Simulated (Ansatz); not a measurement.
System: CHF2, charge 1, singlet. CHF2+ (parent SMILES F[CH]F, singlet).
B3LYP-D3(BJ)/def2-TZVP minimum from Ansatz (a first-principles code):
```xyz
4

F     -1.0586    -0.2156     0.0208
C      0.0021     0.4129    -0.0127
F      1.0563    -0.2273    -0.0071
H      0.0078     1.5093    -0.0465
```
Charge +1, spin multiplicity 1.

Total energies in cc-pVDZ, 18 correlated electrons, 3 frozen orbitals. Radicals and triplets start from unrestricted determinants; spin-orbit coupling is neglected. Correlated methods leave the cores frozen. No relativity. The spin of CHF2+ (parent SMILES F[CH]F, singlet) was assumed, and the state is the lowest solution found for it.

```json
[
 {"method": "HF", "program": "Ansatz", "energy (Eh)": "-236.97208", "minus CCSDT(Q) (mEh)": "515.32"},
 {"method": "MP2", "program": "Ansatz", "energy (Eh)": "-237.46273", "minus CCSDT(Q) (mEh)": "24.67"},
 {"method": "CCSD", "program": "Ansatz", "energy (Eh)": "-237.47332", "minus CCSDT(Q) (mEh)": "14.09"},
 {"method": "CCSD(T)", "program": "Ansatz", "energy (Eh)": "-237.48573", "minus CCSDT(Q) (mEh)": "1.67"},
 {"method": "CCSDT(Q)", "program": "Ansatz", "energy (Eh)": "-237.48740", "minus CCSDT(Q) (mEh)": "0.00"}
]
```

Rough core times of Ansatz's runs on a shared machine: CCSD(T) under 20 s, CCSDT(Q) 30 s.
